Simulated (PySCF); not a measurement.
## Electron correlation in Re⁴⁸⁺ (rhenium, charge +48)

Starting occupation: [Ar] 3d9, 3d3/2 with m_j = -3/2, -1/2, +1/2, +3/2, 3d5/2 with m_j = -3/2, -1/2, +1/2, +3/2, +5/2. Computed with PySCF 2.14 in an even-tempered Gaussian basis (15 s from 12 bohr⁻², ratio 2.8; 13 p from 16 bohr⁻², ratio 2.8; 8 d from 16 bohr⁻², ratio 2.8; 3 f from 59 bohr⁻², ratio 3), with X2C-1e with screened-nucleus spin-orbit coupling, Gaussian nucleus. Frozen: [Ne]; 17 electrons correlated; the 78 highest virtual spinors left out.

MP2 pair energies summed by pair of shells (mhartree):

```tsv
pair	energy	share (%)
3d3/2-3d5/2	-151.91	24.9
3d5/2-3d5/2	-86.12	14.1
3d5/2-3p3/2	-76.80	12.6
3d3/2-3p3/2	-57.49	9.4
3d3/2-3d3/2	-55.84	9.1
3d5/2-3p1/2	-28.30	4.6
3p3/2-3p3/2	-26.30	4.3
3p1/2-3p3/2	-26.22	4.3
3d5/2-3s1/2	-23.41	3.8
3d3/2-3p1/2	-22.01	3.6
3d3/2-3s1/2	-19.00	3.1
3p3/2-3s1/2	-17.39	2.8
3p1/2-3s1/2	-8.84	1.4
3p1/2-3p1/2	-6.36	1.0
3s1/2-3s1/2	-4.46	0.7
```

Total MP2 correlation energy: -610.46 mhartree.

At this charge the one-electron X2C treatment keeps the bare 1/r₁₂, with no two-electron picture change or Breit term. The effect here is smaller than on the frozen 1s shell.
